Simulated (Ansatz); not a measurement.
The cluster Ga2P, relaxed as a quartet with UKS B3LYP-D4/def2-TZVP in Ansatz, starting from the B3LYP-D4/def2-TZVP geometry of the neutral doublet. Force threshold 0.02 eV/Å.

The relaxation made no stability test and no search for a lower SCF solution. At B3LYP-D4/def2-TZVP a doublet of charge 0 lies 1.29 eV below the quartet, each at its own geometry. The structure comes from a short search, and lower isomers may exist.

Start:

Cartesian coordinates in Å:
```
Ga -1.481 -0.610 -0.938
Ga 0.704 1.201 1.116
P 0.777 -0.590 -0.178
```

| step | energy (eV) | largest force component (eV/Å) | SCF passes |
| --- | --- | --- | --- |
| 1 | -114046.2972 | 1.560 | 21 |
| 2 | -114046.7074 | 0.576 | 29 |
| 3 | -114046.8469 | 0.135 | 26 |
| 4 | -114046.8497 | 0.039 | 26 |
| 5 | -114046.8501 | 0.010 | 26 |

Force components are those of the run's own axes.

End:

```xyz
3

Ga   -1.3131   -0.3375   -0.6822
Ga    0.3630    1.1271    0.9495
P     0.9500   -0.7896   -0.2673
```

By distances, no bond broke or formed, bridged metal pairs apart. The bond that changes most is Ga2–P3, from 2.21 to 2.35 Å (atoms count from 1). Metal–metal contacts that move far: Ga1–Ga2 3.50 to 2.76 Å.

No frequencies were taken in this run, so the end may be a saddle point.

It took 14 s on 4 threads of Arm Neoverse V1 on a shared host.
